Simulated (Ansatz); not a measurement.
`COB(S)S` and `FB(S)S` differ in one atom or group.

Ansatz, PBE0-D4/def2-TZVP geometries, multiplicity 1. Each molecule was computed in one conformer, which needn't be the lowest.

| property | `COB(S)S` |
| --- | --- |
| HOMO–LUMO gap (PBE0/def2-TZVPP) / eV | 7.50 |
| HOMO energy (ωB97M-V/def2-TZVPP) / eV | -9.47 |
| HOMO energy (B3LYP/def2-TZVPP) / eV | -7.07 |
| LUMO energy (ωB97M-V/def2-TZVPP) / eV | 1.94 |
| HOMO energy (PBE0/def2-TZVPP) / eV | -7.33 |
| HOMO–LUMO gap (B3LYP/def2-TZVPP) / eV | 6.97 |

Q: What does the change do to each property? (Estimate.)

A: Computed: 
```
                             property  `FB(S)S`  shift
 HOMO–LUMO gap (PBE0/def2-TZVPP) / eV      7.35  -0.15
HOMO energy (ωB97M-V/def2-TZVPP) / eV     -9.81  -0.34
  HOMO energy (B3LYP/def2-TZVPP) / eV     -7.43  -0.36
LUMO energy (ωB97M-V/def2-TZVPP) / eV      1.75  -0.19
   HOMO energy (PBE0/def2-TZVPP) / eV     -7.69  -0.36
HOMO–LUMO gap (B3LYP/def2-TZVPP) / eV      6.91  -0.06
```

With PBE0 the HOMO falls by 0.36 eV and the LUMO falls by 0.52 eV, so the gap narrows by about 0.16 eV. PBE moves the HOMO by -0.37 eV and ωB97M-V by -0.34 eV.

B3LYP here is the variant with VWN-RPA as its local correlation; programs differ in this.
